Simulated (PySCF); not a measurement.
Job file and geometry (Å, from GFN2-xTB) of an NMR shielding run on SMILES C=C(S[SiH3])[Si@H](C)[SiH2]N, C$_{3}$H$_{13}$NSSi$_{3}$, PySCF, GIAO PBE0/pcSseg-1 NMR shielding, non-relativistic, gas phase; density fitting, a coarse starting grid and PySCF grid level 2 are the driver's defaults:

```
$ OMP_NUM_THREADS=1 python probes_run.py task.json out

{"job": {"kind": "nmr", "xc": "PBE0", "basis": "pcSseg-1"}, "charge": 0, "multiplicity": 1}
C      1.427666     1.285958    -0.713802
C      1.000717     0.127560    -0.233740
S      1.974743    -0.909054     0.826762
Si     3.972308    -0.123830     0.790537
Si    -0.727883    -0.611405    -0.495449
C     -1.511822     0.251013    -2.005701
Si    -1.938959    -0.401323     1.466874
N     -3.447185     0.325519     1.036708
H      2.404515     1.699312    -0.510463
H      0.786816     1.873506    -1.349461
H      4.016096     1.162779     1.478271
H      4.704124    -1.149051     1.513013
H      4.397576    -0.001533    -0.598454
H     -0.484721    -2.010544    -0.901880
H     -0.833960     0.290851    -2.853185
H     -1.813623     1.266804    -1.770271
H     -2.400476    -0.285212    -2.323431
H     -2.083613    -1.695585     2.164327
H     -1.399078     0.533466     2.461029
H     -4.091334     0.572176     1.770792
H     -3.960827    -0.029760     0.247054
```

**Question.** What does the program print?

**Answer.** 
```
coarse grid: 18880 points
cycle   1  E = -1442.6724786767  dE =  5.035e-01  |g| = 5.629e-01  |ddm| = 4.182e+00
cycle   2  E = -1442.6303906082  dE =  4.209e-02  |g| = 7.057e-01  |ddm| = 1.163e+00
cycle   3  E = -1442.7474597376  dE = -1.171e-01  |g| = 7.486e-02  |ddm| = 7.302e-01
cycle   4  E = -1442.7487449136  dE = -1.285e-03  |g| = 3.183e-02  |ddm| = 1.382e-01
cycle   5  E = -1442.7489903950  dE = -2.455e-04  |g| = 1.011e-02  |ddm| = 4.413e-02
cycle   6  E = -1442.7490115919  dE = -2.120e-05  |g| = 4.683e-03  |ddm| = 1.270e-02
cycle   7  E = -1442.7490170152  dE = -5.423e-06  |g| = 5.942e-04  |ddm| = 4.252e-03
final grid: 161976 points
cycle   8  E = -1442.7930497412  dE = -2.781e-05  |g| = 9.048e-03  |ddm| = 2.665e-02
cycle   9  E = -1442.7930317367  dE =  1.800e-05  |g| = 1.227e-02  |ddm| = 2.008e-02
cycle  10  E = -1442.7930688771  dE = -3.714e-05  |g| = 8.952e-04  |ddm| = 1.336e-02
cycle  11  E = -1442.7930690872  dE = -2.100e-07  |g| = 3.441e-04  |ddm| = 1.564e-03
cycle  12  E = -1442.7930691159  dE = -2.871e-08  |g| = 1.006e-04  |ddm| = 3.625e-04
cycle  13  E = -1442.7930691181  dE = -2.245e-09  |g| = 3.890e-05  |ddm| = 1.249e-04
cycle  14  E = -1442.7930691185  dE = -4.043e-10  |g| = 5.546e-06  |ddm| = 4.410e-05
converged SCF energy = -1442.7930691185

GIAO shielding tensors (ppm)
atom      isotropic    diamagn.    paramagn.     s11        s22        s33       span
  0 C       60.541     256.408    -195.867    -46.100     71.021    156.701    202.801
  1 C       33.129     267.344    -234.215    -73.299     11.238    161.447    234.746
  2 S      579.756    1060.524    -480.768    370.822    502.838    865.608    494.786
  3 Si     415.498     880.977    -465.479    371.785    417.361    457.348     85.563
  4 Si     394.145     883.581    -489.436    356.962    389.736    435.736     78.774
  5 C      193.870     254.740     -60.870    188.605    193.179    199.825     11.220
  6 Si     399.069     879.892    -480.823    356.066    371.913    469.227    113.161
  7 N      270.764     314.225     -43.461    229.908    264.978    317.407     87.499
  8 H       26.007      34.310      -8.303     23.627     23.905     30.489      6.862
  9 H       25.991      34.807      -8.817     23.220     24.410     30.342      7.122
 10 H       27.011      29.948      -2.938     23.058     24.939     33.034      9.976
 11 H       27.340      28.826      -1.486     23.600     25.219     33.199      9.599
 12 H       27.123      29.730      -2.607     23.355     25.282     32.731      9.376
 13 H       27.131      30.980      -3.849     23.289     26.831     31.271      7.982
 14 H       31.191      32.018      -0.827     26.244     29.042     38.287     12.043
 15 H       31.155      33.026      -1.871     27.391     28.493     37.581     10.190
 16 H       31.662      30.642       1.020     26.899     28.700     39.387     12.488
 17 H       26.437      29.439      -3.002     21.936     25.723     31.653      9.717
 18 H       26.834      30.649      -3.815     23.468     26.379     30.655      7.187
 19 H       31.853      27.779       4.073     23.368     27.460     44.730     21.361
 20 H       32.277      30.889       1.388     24.058     30.117     42.656     18.598
```

**Question.** Turn these shieldings into chemical shifts. References, each an isolated molecule treated in the same way: TMS for 13C (186.93 ppm), 29Si (349.16 ppm), 1H (31.72 ppm); 33S (503.73 ppm) against CS2; 15N (267.73 ppm) vs NH3.

**Answer.** Averaging equivalent atoms: C 1: 153.8; C 0: 126.4; C 5: -6.9; S 2: -76; Si 4: -45.0; Si 6: -49.9; Si 3: -66.3; N 7: -3.0; H 9: 5.73; H 8: 5.71; H 17: 5.28; H 18: 4.88; H 13: 4.59; H 10/11/12: 4.56; H 14/15/16: 0.38; H 19/20: -0.35 ppm. Experimental scales use liquid or dissolved standards, which lie at an offset from isolated NH3 (liquid NH3: subtract about 20 ppm).

Size and cost of the density-fitted run: 229 basis functions, 60 s wall time on 1 thread of an Arm Neoverse V1, shared host; peak memory 1.1 GiB.
